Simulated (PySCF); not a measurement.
This PySCF input asks for the NMR shieldings of cyclo-(Cl2SiS)4; the geometry comes from PBE0-D3(BJ)/def2-SVP.

```python
import basis_set_exchange as bse
import numpy as np
from pyscf import gto, dft
from pyscf.prop import nmr

atoms = """
Si   -0.889627    1.050306   -1.859116
Cl   -2.557696    0.020317   -2.440510
Cl   -0.600811    2.644223   -3.100559
S    -1.102295    1.922213    0.072889
Si   -1.949330    0.325425    1.219790
Cl   -1.446319    0.763782    3.151287
Cl   -3.982878    0.312232    1.035812
S    -1.353003   -1.634059    0.634645
Si    0.657699   -1.760317    1.352647
Cl    1.539891   -3.180071    0.174720
Cl    0.675800   -2.391058    3.293337
S     1.737724    0.076638    1.375687
Si    2.172880    0.379698   -0.698170
Cl    3.890421   -0.602223   -1.200455
Cl    2.460317    2.395264   -0.883834
S     0.712888   -0.356311   -2.061750
"""
names = dict.fromkeys(["Si", "Cl", "S"], "pcSseg-1")
basis = {el: gto.basis.parse(bse.get_basis(n, elements=[el], fmt="nwchem")) for el, n in names.items()}
mol = gto.M(atom=atoms, basis=basis, charge=0, verbose=0)
mf = dft.RKS(mol, xc="B3LYP")
mf.grids.level = 2
mf.grids.alignment = dft.numint.BLKSIZE   # the property module wants whole blocks of grid points
mf.conv_tol = 1e-9
mf.kernel()

calc = nmr.RKS(mf)   # GIAO
C = mf.mo_coeff
Co = C[:, mf.mo_occ > 0]
resp = mf.gen_response(singlet=True, hermi=2)
def vind(x):   # induced exchange potential for any number of trial vectors
    d = np.einsum("pi,xij,qj->xpq", C, 2 * x.reshape(-1, C.shape[1], Co.shape[1]), Co, optimize=True)
    return np.einsum("xpq,pi,qj->xij", resp(d - d.transpose(0, 2, 1)), C, Co, optimize=True).ravel()
mo1, _ = nmr.rhf.solve_mo1(calc, with_cphf=vind)
sigma = calc.kernel(mo1)
for i, s in enumerate(sigma):   # ppm
    print("%2d %-2s %9.2f" % (i, mol.atom_pure_symbol(i), np.trace(s) / 3))
```

Task: What does it print?

Result: 
```
 0 Si    301.53
 1 Cl    736.83
 2 Cl    733.82
 3 S     494.20
 4 Si    301.50
 5 Cl    738.08
 6 Cl    733.32
 7 S     494.97
 8 Si    301.58
 9 Cl    736.82
10 Cl    733.40
11 S     494.79
12 Si    301.41
13 Cl    732.75
14 Cl    737.37
15 S     494.39
```

These numbers come from an equivalent density-fitted implementation of the same equations, which agrees with the script to about 0.01 ppm for H and up to a few tenths of a ppm for heavy atoms, so last digits may differ.

Task: Turn these shieldings into chemical shifts. Scale: ²⁹Si (σref 337.86) vs TMS; HCl for ³⁵Cl (σref 930.46); CS2 for ³³S (σref 485.41) (reference shieldings calculated alike).

Result: Averaging equivalent atoms: Si 0/4/8/12: 36.4; Cl 1/2/5/6/9/10/13/14: 195; S 3/7/11/15: -9 ppm. 

Size and cost of the density-fitted run: 384 basis functions, 2.8 min wall time (5.9 min CPU) on 2 threads of an Intel Xeon Platinum 8375C, shared host; peak memory 3.7 GiB.
